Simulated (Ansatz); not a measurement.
```yaml
crystal:
  periodic: [false, false, false]
  atoms:
    - {symbol: C, position_ang: [-1.553837, 0.689879, 0.448530]}
    - {symbol: W, position_ang: [0.405675, -0.023282, 0.014020]}
    - {symbol: N, position_ang: [1.030360, -0.563509, 1.562826]}
    - {symbol: N, position_ang: [1.219210, 1.347084, -0.721598]}
    - {symbol: N, position_ang: [0.280429, -1.511637, -1.241168]}
    - {symbol: H, position_ang: [-2.151996, -0.108725, 0.895858]}
    - {symbol: H, position_ang: [-1.518205, 1.526019, 1.150254]}
    - {symbol: H, position_ang: [-2.039415, 1.032318, -0.469423]}
    - {symbol: H, position_ang: [1.649671, -0.566768, 2.357582]}
    - {symbol: H, position_ang: [1.910922, 2.075370, -0.801201]}
    - {symbol: H, position_ang: [0.330955, -2.479955, -0.962162]}
    - {symbol: H, position_ang: [-1.253837, 0.739879, 0.748530]}
basis:
  gaussian: {orbitals: def2-TZVPP}
hamiltonian: {xc: {name: BHLYP}}
scf: {lower_state_search: light}
```

```sh
$ ansatz run in.yaml --threads 4 --pin off --events-out ev --progress --plain --max-ram 11315MiB
```

It prints (some lines left out):

```
Functional definition: BHLYP
1615 factors; their error is unknown
mean field evaluation 1: about -7371.5485 eV, gradient 1.2e2 eV
mean field evaluation 2: about -7287.4559 eV, gradient 2.2e2 eV
mean field evaluation 4: about -7398.6283 eV, gradient 1.3e1 eV
mean field evaluation 8: about -7398.9982 eV, gradient 4.1e-1 eV
mean field evaluation 16: about -7399.0496 eV, gradient 1.3e-3 eV
mean field -7399.04959177 eV, -271.9100572415 hartree, gradient 4.1e-5 eV, S^2 0.000000; 0 other end points of the search recorded, 0 dependent functions left out
reference -7399.04978080 eV, -271.9100641882 hartree; 24, 24 occupied and 254, 254 virtual orbitals, 1615 factors
Total energy: -7399.04978080 eV, -271.9100641882 hartree
```

In this input one atom was put on top of another. The run converged. The result belongs to that input, not to the molecule as meant.
